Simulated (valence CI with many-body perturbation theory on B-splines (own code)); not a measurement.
**E1 transitions of Yb⁶⁴⁺**

Method: relativistic CI+MBPT: four valence electrons over a frozen Dirac-Fock core [He], a basis of 11 s, 11 p, 9 d, 7 f, 5 g, 2 h, 1 i functions for each j, with the one-electron correlation potential Σ1 (screened to all orders), the two-electron term Σ2, the three-electron term Σ3, Breit, model QED; selected single and double excitations, second order for the rest (own B-spline code, finite nucleus).

No measured spectrum was set against this ion. As an estimate, large intervals hold to a few tenths of a per cent, small ones and those within an open d or f shell to about a per cent. Among the levels kept, up to 300 cm⁻¹ of a level comes from second order outside the variational space, and about a tenth of that is noise between levels of different J, which matters for small intervals.

Lines 101 to 150 of 251 in falling wavelength, among levels below 11107 eV, chosen from the strongest by gf and those to the six lowest levels. Wavelengths and rates use the calculated energies. Electric multipoles are in the length gauge, E1 and E2 with the static RPA response of the core. Weak lines are less certain than strong ones. Lines between different terms over intervals too small for the method are left out, as are lines whose strength nearly cancels. The highest levels of a list are the least certain.

Levels are named by their leading jj configuration (3d3/2^4 stands for four electrons in 3d with j = 3/2), which in mixed levels can hold well under half, so a name can repeat and another be missing. Letters in brackets count levels of one name in rising energy.

```
λ vac (Å)                           Upper                       Lower   A (s⁻¹)  S (a.u.) with core polarisation  S without
    1.546             (2s 2p1/2^2 3s) J=1      (2s 2p1/2^2 2p3/2) J=2  1.46e+14                         8.02e-04   8.01e-04
    1.544             (2s^2 2p1/2 3s) J=1      (2s^2 2p1/2 2p3/2) J=2  1.43e+14                         7.77e-04   7.76e-04
    1.544     (2s 2p1/2 2p3/2 3s) J=2 [b]      (2s 2p1/2 2p3/2^2) J=3  1.21e+14                         1.10e-03   1.10e-03
    1.541             (2s^2 2p1/2 3s) J=0      (2s^2 2p1/2 2p3/2) J=1  1.74e+14                         3.14e-04   3.14e-04
    1.541             (2s^2 2p3/2 3s) J=2          (2s^2 2p3/2^2) J=2  8.96e+13                         8.09e-04   8.08e-04
    1.541             (2s^2 2p1/2 3s) J=1      (2s^2 2p1/2 2p3/2) J=1  2.79e+13                         1.51e-04   1.51e-04
    1.539             (2s^2 2p3/2 3s) J=1          (2s^2 2p3/2^2) J=2  1.48e+14                         7.97e-04   7.96e-04
    1.472          (2s 2p1/2^2 3d3/2) J=1      (2s 2p1/2^2 2p3/2) J=1  1.51e+14                         7.12e-04   7.12e-04
    1.471          (2s 2p1/2^2 3d3/2) J=2      (2s 2p1/2^2 2p3/2) J=1  4.25e+12                         3.34e-05   3.34e-05
    1.460  (2s 2p1/2 2p3/2 3d5/2) J=2 [a]  (2s 2p1/2 2p3/2^2) J=1 [a]  9.80e+13                         7.53e-04   7.53e-04
    1.458  (2s 2p1/2 2p3/2 3d3/2) J=2 [a]  (2s 2p1/2 2p3/2^2) J=2 [a]  1.05e+14                         8.04e-04   8.05e-04
    1.457          (2s 2p1/2^2 3d3/2) J=1      (2s 2p1/2^2 2p3/2) J=2  3.51e+13                         1.61e-04   1.61e-04
    1.457  (2s 2p1/2 2p3/2 3d3/2) J=1 [c]      (2s 2p1/2 2p3/2^2) J=0  1.56e+14                         7.16e-04   7.17e-04
    1.456          (2s^2 2p1/2 3d3/2) J=2      (2s^2 2p1/2 2p3/2) J=2  1.91e+14                         1.45e-03   1.45e-03
    1.456          (2s 2p1/2^2 3d3/2) J=2      (2s 2p1/2^2 2p3/2) J=2  2.23e+14                         1.70e-03   1.70e-03
    1.456  (2s 2p1/2 2p3/2 3d5/2) J=3 [b]  (2s 2p1/2 2p3/2^2) J=2 [b]  1.01e+14                         1.08e-03   1.08e-03
    1.455  (2s 2p1/2 2p3/2 3d3/2) J=2 [b]      (2s 2p1/2 2p3/2^2) J=3  1.51e+14                         1.15e-03   1.15e-03
    1.455  (2s 2p1/2 2p3/2 3d5/2) J=1 [a]  (2s 2p1/2 2p3/2^2) J=1 [a]  2.56e+14                         1.17e-03   1.17e-03
    1.455  (2s 2p1/2 2p3/2 3d5/2) J=2 [b]  (2s 2p1/2 2p3/2^2) J=1 [b]  3.21e+14                         2.44e-03   2.44e-03
    1.454  (2s 2p1/2 2p3/2 3d5/2) J=2 [b]  (2s 2p1/2 2p3/2^2) J=2 [b]  5.28e+14                         4.00e-03   4.01e-03
    1.453          (2s^2 2p1/2 3d3/2) J=2      (2s^2 2p1/2 2p3/2) J=1  2.07e+13                         1.57e-04   1.57e-04
    1.453  (2s 2p1/2 2p3/2 3d5/2) J=1 [b]  (2s 2p1/2 2p3/2^2) J=1 [b]  8.04e+14                         3.65e-03   3.65e-03
    1.452          (2s^2 2p1/2 3d3/2) J=1      (2s^2 2p1/2 2p3/2) J=2  3.28e+13                         1.49e-04   1.49e-04
    1.452  (2s 2p1/2 2p3/2 3d5/2) J=1 [b]  (2s 2p1/2 2p3/2^2) J=2 [b]  2.58e+14                         1.17e-03   1.17e-03
    1.452          (2s 2p1/2^2 3d5/2) J=2      (2s 2p1/2^2 2p3/2) J=1  1.06e+15                         8.01e-03   8.01e-03
    1.452      (2s 2p1/2 2p3/2 3d5/2) J=0  (2s 2p1/2 2p3/2^2) J=1 [b]  1.15e+15                         1.74e-03   1.74e-03
    1.452  (2s 2p1/2 2p3/2 3d5/2) J=1 [a]      (2s 2p1/2 2p3/2^2) J=0  6.68e+14                         3.03e-03   3.03e-03
    1.451          (2s^2 2p3/2 3d3/2) J=2          (2s^2 2p3/2^2) J=2  9.96e+13                         7.52e-04   7.52e-04
    1.450          (2s^2 2p3/2 3d3/2) J=3          (2s^2 2p3/2^2) J=2  1.58e+13                         1.66e-04   1.66e-04
    1.449          (2s^2 2p3/2 3d3/2) J=1          (2s^2 2p3/2^2) J=2  2.32e+14                         1.05e-03   1.05e-03
    1.449          (2s^2 2p1/2 3d3/2) J=1      (2s^2 2p1/2 2p3/2) J=1  1.83e+14                         8.25e-04   8.25e-04
    1.442  (2s 2p1/2 2p3/2 3d3/2) J=2 [c]  (2s 2p1/2 2p3/2^2) J=2 [a]  3.45e+14                         2.55e-03   2.55e-03
    1.442          (2s^2 2p3/2 3d5/2) J=1          (2s^2 2p3/2^2) J=0  1.21e+15                         5.36e-03   5.37e-03
    1.441  (2s 2p1/2 2p3/2 3d5/2) J=3 [b]      (2s 2p1/2 2p3/2^2) J=3  9.22e+14                         9.54e-03   9.55e-03
    1.441          (2s 2p1/2^2 3d5/2) J=3      (2s 2p1/2^2 2p3/2) J=2  1.19e+15                         1.23e-02   1.23e-02
    1.440  (2s 2p1/2 2p3/2 3d5/2) J=4 [b]      (2s 2p1/2 2p3/2^2) J=3  1.55e+15                         2.05e-02   2.05e-02
    1.440  (2s 2p1/2 2p3/2 3d3/2) J=3 [c]  (2s 2p1/2 2p3/2^2) J=2 [a]  3.57e+14                         3.69e-03   3.69e-03
    1.440          (2s^2 2p1/2 3d5/2) J=2      (2s^2 2p1/2 2p3/2) J=2  1.27e+14                         9.38e-04   9.39e-04
    1.439  (2s 2p1/2 2p3/2 3d5/2) J=2 [a]  (2s 2p1/2 2p3/2^2) J=2 [a]  4.00e+14                         2.94e-03   2.94e-03
    1.439  (2s 2p1/2 2p3/2 3d5/2) J=3 [a]  (2s 2p1/2 2p3/2^2) J=2 [a]  1.25e+15                         1.28e-02   1.28e-02
    1.439  (2s 2p1/2 2p3/2 3d5/2) J=2 [b]      (2s 2p1/2 2p3/2^2) J=3  1.44e+14                         1.06e-03   1.06e-03
    1.439          (2s^2 2p1/2 3d5/2) J=3      (2s^2 2p1/2 2p3/2) J=2  1.19e+15                         1.23e-02   1.23e-02
    1.438          (2s 2p1/2^2 3d5/2) J=2      (2s 2p1/2^2 2p3/2) J=2  8.45e+13                         6.20e-04   6.20e-04
    1.437          (2s^2 2p3/2 3d5/2) J=2          (2s^2 2p3/2^2) J=2  9.05e+14                         6.63e-03   6.63e-03
    1.437          (2s^2 2p1/2 3d5/2) J=2      (2s^2 2p1/2 2p3/2) J=1  1.10e+15                         8.03e-03   8.03e-03
    1.436  (2s 2p1/2 2p3/2 3p3/2) J=3 [a]          (2s^2 2p3/2^2) J=2  1.33e+14                         1.36e-03   1.36e-03
    1.436  (2s 2p1/2 2p3/2 3d3/2) J=2 [d]  (2s 2p1/2 2p3/2^2) J=2 [a]  1.08e+14                         7.92e-04   7.92e-04
    1.434  (2s 2p1/2 2p3/2 3d5/2) J=3 [b]  (2s 2p1/2 2p3/2^2) J=2 [a]  1.56e+14                         1.59e-03   1.59e-03
    1.434          (2s^2 2p3/2 3d5/2) J=3          (2s^2 2p3/2^2) J=2  1.89e+15                         1.93e-02   1.93e-02
    1.434  (2s 2p1/2 2p3/2 3p3/2) J=1 [a]          (2s^2 2p3/2^2) J=2  5.19e+12                         2.27e-05   2.27e-05
```
